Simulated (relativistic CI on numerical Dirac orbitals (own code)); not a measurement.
**Ta68+: computed level list**

Computed by Dirac-Coulomb-Breit CI, orbitals from a KLI potential per configuration, model QED (radiative potential, 1s self-energy scaled to tabulated hydrogen-like ionisation energies), unscaled Slater integrals (own radial code, finite nucleus).

CI space (outside the closed core 1s2): 2s²2p, 2s2p², 2p³, 2p²3s, 2p²3p, 2p²3d, 2s²3s, 2s²3p, 2s²3d, 2s2p3s, 2s2p3p, 2s2p3d, 2s²4s, 2s²4p, 2s²4d, 2s²4f. Levels of other configurations are missing.

The lowest level is 2s²2p ²P°1/2, with 100 % of that term; Hund's rules for 2s²2p give ²P° with J = 1/2, in agreement.

| No. | Configuration | Term | J | E (eV) | % | Next component (%) | Landé g |
| --- | --- | --- | --- | --- | --- | --- | --- |
| 1 | 2s²2p | ²P° | 1/2 | 0.0 | 100 |  | 0.617 |
| 2 | 2s2p²(3P) | ⁴P | 1/2 | 265.6 | 50 | 31 ²S | 2.030 |
| 3 | 2s²2p | ²P° | 3/2 | 1375.6 | 99 | 1 2p³ ²P° | 1.298 |
| 4 | 2s2p²(3P) | ⁴P | 3/2 | 1562.1 | 90 | 7 ²D | 1.619 |
| 5 | 2s2p²(1D) | ²D | 5/2 | 1602.9 | 63 | 37 ⁴P | 1.307 |
| 6 | 2s2p²(3P) | ²P | 1/2 | 1675.0 | 69 | 31 ⁴P | 1.268 |
| 7 | 2s2p²(1D) | ²D | 3/2 | 1677.1 | 61 | 38 ²P | 0.973 |
| 8 | 2p³ | ²P° | 3/2 | 1952.9 | 48 | 27 ²D° | 1.313 |
| 9 | 2s2p²(3P) | ⁴P | 5/2 | 2955.9 | 63 | 37 ²D | 1.415 |
| 10 | 2s2p²(1S) | ²S | 1/2 | 3064.4 | 68 | 19 ⁴P | 1.915 |
| 11 | 2s2p²(3P) | ²P | 3/2 | 3065.2 | 59 | 32 ²D | 1.168 |
| 12 | 2p³ | ⁴S° | 3/2 | 3279.4 | 55 | 45 ²D° | 1.433 |
| 13 | 2p³ | ²D° | 5/2 | 3302.5 | 100 |  | 1.162 |
| 14 | 2p³ | ²P° | 1/2 | 3359.8 | 100 |  | 0.617 |
| 15 | 2p³ | ²P° | 3/2 | 4698.5 | 51 | 28 ²D° | 1.285 |
| 16 | 2s²3s | ²S | 1/2 | 10294.1 | 98 | 1 2p²3s ²S | 1.981 |
| 17 | 2s²3p | ²P° | 1/2 | 10382.2 | 96 | 1 2s2p3s ²P° | 0.659 |
| 18 | 2s2p3s | ⁴P° | 1/2 | 10471.8 | 85 | 13 ²P° | 2.350 |
| 19 | 2s2p3s | ⁴P° | 3/2 | 10499.8 | 59 | 41 ²P° | 1.529 |
| 20 | 2s2p3s | ²P° | 1/2 | 10531.0 | 95 | 4 ⁴P° | 0.695 |
| 21 | 2s2p3p | ⁴D | 1/2 | 10545.9 | 72 | 22 ²P | 0.261 |
| 22 | 2s2p3p | ⁴D | 3/2 | 10574.6 | 40 | 34 ²D | 1.086 |
| 23 | 2s2p3p | ⁴P | 1/2 | 10620.3 | 45 | 31 ²S | 1.912 |
| 24 | 2s²3p | ²P° | 3/2 | 10788.6 | 98 | 1 2p²3p ²P° | 1.320 |
| 25 | 2p²(3P)3s | ⁴P | 1/2 | 10791.2 | 44 | 30 ²S | 1.973 |
| 26 | 2s²3d | ²D | 3/2 | 10846.3 | 98 | 1 2p²3d ²D | 0.786 |
| 27 | 2p²(1S)3p | ²P° | 1/2 | 10860.9 | 45 | 37 ⁴D° | 0.643 |
| 28 | 2s²3d | ²D | 5/2 | 10954.0 | 93 | 2 2s2p3p ²D | 1.192 |
| 29 | 2s2p3p | ⁴P | 3/2 | 10964.5 | 31 | 27 ⁴D | 1.389 |
| 30 | 2s2p3p | ⁴D | 5/2 | 10998.3 | 41 | 38 ²D | 1.307 |
| 31 | 2s2p3p | ²D | 3/2 | 11000.6 | 43 | 24 ²P | 1.239 |
| 32 | 2s2p3p | ²P | 1/2 | 11005.8 | 45 | 27 ²S | 1.336 |
| 33 | 2s2p3d | ⁴F° | 3/2 | 11009.9 | 69 | 16 ²D° | 0.571 |
| 34 | 2s2p3d | ⁴F° | 5/2 | 11041.3 | 41 | 33 ²F° | 1.002 |
| 35 | 2s2p3d | ²P° | 3/2 | 11059.5 | 30 | 23 ⁴D° | 1.156 |
| 36 | 2s2p3d | ⁴D° | 1/2 | 11063.7 | 53 | 40 ²P° | 0.436 |
| 37 | 2s2p3d | ⁴P° | 5/2 | 11130.0 | 33 | 30 ⁴D° | 1.302 |
| 38 | 2s2p3d | ²F° | 7/2 | 11159.6 | 40 | 36 ⁴F° | 1.220 |
| 39 | 2s2p3d | ²F° | 5/2 | 11171.6 | 47 | 26 ²D° | 1.072 |
| 40 | 2s2p3d | ²P° | 3/2 | 11172.4 | 39 | 36 ²D° | 1.116 |
| 41 | 2p²(1S)3p | ²P° | 3/2 | 11283.5 | 33 | 19 ⁴D° | 1.317 |
| 42 | 2p²(1S)3d | ²D | 3/2 | 11325.4 | 42 | 32 ⁴F | 0.782 |
| 43 | 2p²(1S)3d | ²D | 5/2 | 11446.9 | 35 | 18 ⁴D | 1.187 |
| 44 | 2s2p3s | ⁴P° | 5/2 | 11851.4 | 100 |  | 1.565 |
| 45 | 2s2p3s | ²P° | 3/2 | 11879.0 | 76 | 24 ⁴P° | 1.386 |
| 46 | 2s2p3p | ⁴P | 3/2 | 11948.3 | 46 | 26 ⁴S | 1.621 |
| 47 | 2s2p3s | ²P° | 1/2 | 11950.0 | 90 | 10 ⁴P° | 0.825 |
| 48 | 2s2p3p | ²D | 5/2 | 11950.1 | 44 | 37 ⁴D | 1.303 |
| 49 | 2s2p3s | ²P° | 3/2 | 11956.7 | 82 | 17 ⁴P° | 1.374 |
| 50 | 2s2p3p | ²P | 1/2 | 12037.6 | 48 | 28 ²S | 1.257 |
| 51 | 2s2p3p | ²D | 3/2 | 12039.1 | 62 | 20 ²P | 0.966 |
| 52 | 2p²(3P)3s | ⁴P | 3/2 | 12135.9 | 87 | 11 ²P | 1.645 |
| 53 | 2p²(3P)3s | ²P | 1/2 | 12146.4 | 66 | 32 ⁴P | 1.290 |
| 54 | 2p²(1D)3s | ²D | 5/2 | 12154.1 | 64 | 34 ⁴P | 1.305 |
| 55 | 2p²(1D)3s | ²D | 3/2 | 12163.0 | 64 | 33 ²P | 0.956 |
| 56 | 2p²(3P)3p | ⁴P° | 1/2 | 12200.5 | 49 | 28 ⁴D° | 1.730 |
| 57 | 2p²(3P)3p | ⁴D° | 3/2 | 12206.8 | 55 | 23 ²D° | 1.124 |
| 58 | 2p²(1D)3p | ²F° | 5/2 | 12220.2 | 50 | 30 ²D° | 1.040 |
| 59 | 2p²(1D)3p | ²P° | 3/2 | 12267.5 | 43 | 26 ²D° | 1.302 |
| 60 | 2s2p3p | ⁴D | 7/2 | 12332.6 | 100 |  | 1.400 |
| 61 | 2s2p3p | ²P | 3/2 | 12344.7 | 55 | 32 ⁴S | 1.476 |
| 62 | 2s2p3p | ⁴P | 5/2 | 12364.1 | 52 | 43 ²D | 1.387 |
| 63 | 2s2p3p | ²S | 1/2 | 12369.4 | 48 | 40 ²P | 1.360 |
| 64 | 2s2p3d | ⁴D° | 5/2 | 12404.1 | 45 | 22 ²D° | 1.216 |
| 65 | 2s2p3d | ⁴D° | 3/2 | 12410.0 | 43 | 40 ⁴P° | 1.314 |
| 66 | 2s2p3d | ⁴F° | 7/2 | 12412.6 | 46 | 39 ²F° | 1.201 |
| 67 | 2s2p3d | ⁴P° | 1/2 | 12414.8 | 83 | 15 ⁴D° | 2.163 |
| 68 | 2s2p3p | ²D | 5/2 | 12431.9 | 72 | 16 ⁴D | 1.252 |
| 69 | 2s2p3p | ²P | 3/2 | 12450.6 | 58 | 29 ²D | 1.219 |
| 70 | 2s2p3p | ²S | 1/2 | 12455.0 | 60 | 24 ²P | 1.719 |

Energies count from the lowest computed level; ° marks odd parity. Percentages are summed over parent terms; the parents shown are those of the largest component, closed shells are left out there.

The mean weight of the leading LS term, summed over parents, in these 70 levels is 62 %, and that of the leading jj configuration (from the same eigenvectors) 99 %, so jj coupling describes them better and the LS labels are nominal.

At this charge energies of transitions that change n are usually good to better than 1 %, and those within a shell (Δn = 0) to a few per cent.

LS names give the leading component of a level, which can be under half, so a name can repeat, a term be missing and a line seem to break the LS rules.
